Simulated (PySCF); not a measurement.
## Bond length, frequency and bond energy of HgI by level of theory

State: ²Σ⁺ (doublet), unpaired electrons σ ↑. Set-up: Hg def2-SVP with ECP60, I def2-SVP with ECP28; scalar-relativistic core potentials (PySCF 2.14). De refers to Hg + I in their high-spin ground configurations, without counterpoise correction. The functionals are run spin-unrestricted. A positive dipole means Hg(−)I(+). Levels whose curve was spin-contaminated or gave no clean fit are not listed.

| Level | Re (Å) | ωe (cm⁻¹) | De (eV) | μ (D) | CPU s a point (SCF and correlation, without the integrals) |
| --- | --- | --- | --- | --- | --- |
| UHF | 2.845 | 107 | 0.119 | -3.27 | 0.29 |
| UHF-MP2 | 2.874 | 75.9 | 0.162 | n/a | 0.54 |
| PBE | 2.867 | 106 | 0.58 | -2.15 | 0.74 |
| r²SCAN | 2.821 | 114 | 0.63 | -2.32 | 0.92 |
| PBE0 | 2.826 | 113 | 0.55 | -2.45 | 1.4 |
| r²SCAN0 | 2.798 | 119 | 0.58 | -2.48 | 1.1 |
| HSE06 | 2.837 | 112 | 0.57 | -2.41 | 1.5 |
| M06-2X | 2.858 | 102 | 0.355 | -2.71 | 1.2 |
| B2PLYP | 2.875 | 100 | 0.355 | -2.57 | 1 |

Problem. What does the step from GGA to meta-GGA do here, going from PBE to r²SCAN?

Solution. r²SCAN less PBE: -4.6 pm in Re, +7.5 % in ωe, +0.05 eV in De. 

Problem. What does a quarter of exact exchange do here, going from r²SCAN to r²SCAN0?

Solution. r²SCAN0 less r²SCAN: -2.3 pm in Re, +4.4 % in ωe, -0.05 eV in De. Exact exchange removes part of the self-interaction that spreads semilocal densities, and in most molecules shortens and stiffens the bond and lowers De; so it does here.

Correlated steps freeze 4 core orbitals. Correlated levels converge slowly with the basis: in double zeta they bind strong bonds too weakly, by up to about 1 eV, and carry superposition errors of some tenths. These are scalar-relativistic numbers at best; spin–orbit coupling would shift them, the dissociation energy most. B2PLYP dipoles, levels and charges come from its SCF part alone. The state was picked by a PBE0 search and need not be the measured ground state.

The whole job (state search and all levels along the bond) took about 2.2 min on 1 thread of Intel Xeon Platinum 8259CL @ 2.50GHz (shared host), peak memory 0.84 GiB.
